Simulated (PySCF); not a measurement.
## PbH⁻ at UHF-SCS-MP2

Computed with UHF-SCS-MP2; PySCF, scalar-relativistic core potentials, basis sets H aug-cc-pVDZ, Pb aug-cc-pVDZ-PP with ECP60.

```json
{"state": "³Σ⁻ (triplet), unpaired electrons π ↑↑", "bond length": "1.892 Å", "harmonic wavenumber": "1414 cm⁻¹", "force constant": "1.18 mdyn/Å", "rotational constant Be": "4.695 cm⁻¹", "anharmonicity ωexe": "19.6 cm⁻¹", "vibration–rotation constant αe": "0.138 cm⁻¹"}
```

Correlated steps freeze 4 core orbitals. These are scalar-relativistic numbers at best; spin–orbit coupling would shift them, the dissociation energy most. The state was picked by a PBE0 search and need not be the measured ground state.
